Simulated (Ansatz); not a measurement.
Br₂H₂Sn, SMILES `[Br][SnH2][Br]`, charge 0, multiplicity 1.

Task: Give a relaxed structure at PBE0-D4/def2-TZVP (Ansatz 0.2.0). (Estimate.)

Result: The calculation gave: 
Cartesian coordinates in Å:
```
Br 1.8170 0.1068 -1.4676
Sn -0.0870 0.1892 0.0992
Br -0.8901 -2.1227 0.4110
H -1.3305 1.0792 -0.6364
H 0.4905 0.7474 1.5939
```
Point group C2v.
